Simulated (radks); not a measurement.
Values are calculated unless marked as measured or tabulated.
Isoelectronic series with 18 electrons, all held in the configuration [Ar], which need not be the ground one along the series. Code: a radial shooting solver on a logarithmic mesh with Libxc functionals. Model: Dirac Kohn-Sham, BLYP, spin-unpolarised, spherical densities, point nucleus. Total energies (hartree) and orbital eigenvalues (eV):

[
 {"ion": "Ar", "E (hartree)": "-529.43877", "3p3/2": "-10.0816", "3p1/2": "-10.2594"},
 {"ion": "K+", "E (hartree)": "-602.15323", "3p3/2": "-24.6487", "3p1/2": "-24.9201"},
 {"ion": "Ca2+", "E (hartree)": "-679.90022", "3p3/2": "-42.7735", "3p1/2": "-43.1665"},
 {"ion": "Sc3+", "E (hartree)": "-762.67770", "3p3/2": "-64.2565", "3p1/2": "-64.8038"},
 {"ion": "Ti4+", "E (hartree)": "-850.48961", "3p3/2": "-88.9957", "3p1/2": "-89.7349"},
 {"ion": "V5+", "E (hartree)": "-943.34345", "3p3/2": "-116.9305", "3p1/2": "-117.9047"},
 {"ion": "Cr6+", "E (hartree)": "-1041.24917", "3p3/2": "-148.0220", "3p1/2": "-149.2799"},
 {"ion": "Mn7+", "E (hartree)": "-1144.21858", "3p3/2": "-182.2440", "3p1/2": "-183.8404"},
 {"ion": "Fe8+", "E (hartree)": "-1252.26501", "3p3/2": "-219.5783", "3p1/2": "-221.5747"},
 {"ion": "Co9+", "E (hartree)": "-1365.40310", "3p3/2": "-260.0121", "3p1/2": "-262.4769"},
 {"ion": "Ni10+", "E (hartree)": "-1483.64870", "3p3/2": "-303.5362", "3p1/2": "-306.5450"},
 {"ion": "Cu11+", "E (hartree)": "-1607.01876", "3p3/2": "-350.1443", "3p1/2": "-353.7804"},
 {"ion": "Zn12+", "E (hartree)": "-1735.53128", "3p3/2": "-399.8318", "3p1/2": "-404.1870"},
 {"ion": "Ga13+", "E (hartree)": "-1869.20530", "3p3/2": "-452.5960", "3p1/2": "-457.7703"},
 {"ion": "Ge14+", "E (hartree)": "-2008.06087", "3p3/2": "-508.4351", "3p1/2": "-514.5378"},
 {"ion": "As15+", "E (hartree)": "-2152.11902", "3p3/2": "-567.3485", "3p1/2": "-574.4982"},
 {"ion": "Se16+", "E (hartree)": "-2301.40182", "3p3/2": "-629.3361", "3p1/2": "-637.6617"},
 {"ion": "Br17+", "E (hartree)": "-2455.93231", "3p3/2": "-694.3987", "3p1/2": "-704.0393"},
 {"ion": "Kr18+", "E (hartree)": "-2615.73456", "3p3/2": "-762.5377", "3p1/2": "-773.6433"},
 {"ion": "Rb19+", "E (hartree)": "-2780.83368", "3p3/2": "-833.7548", "3p1/2": "-846.4870"},
 {"ion": "Sr20+", "E (hartree)": "-2951.25582", "3p3/2": "-908.0523", "3p1/2": "-922.5845"},
 {"ion": "Zr22+", "E (hartree)": "-3308.17913", "3p3/2": "-1065.899", "3p1/2": "-1084.602"},
 {"ion": "Nb23+", "E (hartree)": "-3494.73803", "3p3/2": "-1149.454", "3p1/2": "-1170.556"}
]
